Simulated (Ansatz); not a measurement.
Geometry optimisation, Ansatz, RKS PBE-D4/def2-SVP.

Input:

```yaml
crystal:
  periodic: [false, false, false]
  atoms:
    - { symbol: C, position_ang: [-0.69042, 0.08761, -0.83573] }
    - { symbol: Al, position_ang: [-0.43065, 1.11545, 0.74046] }
    - { symbol: In, position_ang: [1.61368, -0.92642, 0.57034] }
    - { symbol: H, position_ang: [-1.56192, -0.57231, -0.6432] }
    - { symbol: H, position_ang: [-0.96456, 0.66926, -1.73351] }
    - { symbol: H, position_ang: [-0.58341, 2.1616, 1.9411] }
    - { symbol: H, position_ang: [2.61728, -2.53519, -0.03947] }
basis:
  gaussian: { orbitals: def2-SVP }
hamiltonian:
  xc: pbe
  dispersion: d4
relax:
  f_tol: 0.015
  max_steps: 40
```

Command:

```bash
$ ansatz run input.yaml --threads 1 --pin off --max-ram 2048MiB --backend cpu --events-out ev --progress --plain --runs-dir out
```

Problem. Where does it end, and by what steps?

Solution. The run converged. After 12 steps the energy has fallen by 0.865 eV; H4 moved furthest, 0.84 Å. Joined: C1–In3.

```
step  energy less start (eV)  largest force component (eV/Å)  accepted
   0                  0.0000                           0.976       yes
   1                 -0.2909                           0.608       yes
   2                 -0.5241                           0.658       yes
   3                 -0.7189                           0.713       yes
   4                 -0.8109                           0.838       yes
   5                 -0.8387                           0.560       yes
   6                 -0.8227                           0.353        no
   7                 -0.8592                           0.193       yes
   8                 -0.8579                           0.164        no
   9                 -0.8639                           0.029       yes
  10                 -0.8620                           0.083        no
  11                 -0.8643                           0.018       yes
  12                 -0.8645                           0.014       yes
```

```xyz
7
Properties=species:S:1:pos:R:3
C -0.654 0.146 -0.681
Al -0.474 0.914 1.032
In 1.268 -0.940 0.632
H -0.832 -0.945 -0.838
H -0.979 0.682 -1.598
H -0.435 2.368 1.690
H 2.106 -2.225 -0.238
```

Time of the run: 34 s on 1 thread of Arm Neoverse V1, on a shared host, peak memory 0.14 GiB.
